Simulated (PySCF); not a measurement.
## Structure from NMR data

The spectra below were simulated for a compound C₈H₆ClP.

1H NMR (400 MHz, computed): δ 7.75 (m, 2H), 7.57 (m, 2H), 5.45 (m, 1H), 2.40 (m, 1H).

13C{1H} NMR (computed): δ 145.4 (C), 139.1 (C), 137.3 (CH, 2C), 134.6 (CH, 2C), 101.7 (CH), 84.7 (C).

All values are calculated (PySCF): geometry from GFN2-xTB, NMR shieldings at PBE0/pcSseg-1/GIAO. No solvent, single conformer, non-relativistic, averaged over atoms made equivalent by symmetry, fast rotation or ring inversion.

References, each an isolated molecule treated in the same way: TMS for 1H (σref 31.72), 13C (σref 186.93).

**Question.** Propose a structure and justify it.

**Answer.** 
1. 6 carbon signals for 8 carbons: some carbons are equivalent by symmetry or fast rotation.
2. Carbon types of the structure: 3 × C, 5 × CH, leaving 1 H on heteroatoms.
3. δC 145.4: aromatic carbon bearing chlorine.
4. δC 139.1: substituted aromatic carbon.
5. δC 137.3, 134.6: aromatic CH; the aromatic region.
6. δC 101.7: terminal alkyne carbon; sp carbons lie upfield of alkene carbons because the cylindrical π system leaves one tensor component strongly shielded.
7. δC 84.7: alkyne carbon; sp carbons lie upfield of alkene carbons because the cylindrical π system leaves one tensor component strongly shielded.
8. δH 7.75, 7.57: hydrogen on an aromatic CH; the ring current deshields protons in the ring plane.
9. δH 2.40: hydrogen on a terminal alkyne carbon; it lies on the axis of the triple bond, in its shielding cone.

The compound is SMILES C#CPc1ccc(Cl)cc1.

The shifts were computed for this structure.

Carbons that carry Cl, above all several Cl atoms, come out too deshielded, partly because spin–orbit coupling is missing. Splittings by 31P in the carbon and heteronuclear signals aren't shown, as no couplings were computed. Shifts are as computed. Against solution values, carbons near 30 ppm lie about +3 ppm off and those near 130 ppm about +5 ppm; carbons on Cl a further +6 ppm. Of 1211 compounds with measured shifts, 218 miss one by over three times the rms of a fit or turn the order of signals round; such compounds aren't used in these exercises. No couplings were computed; multiplicities are counted from neighbouring protons, with m where these are inequivalent, close in shift, in a saturated or five-membered ring or joined by F or P, and br s for small geminal =CH2 splittings.
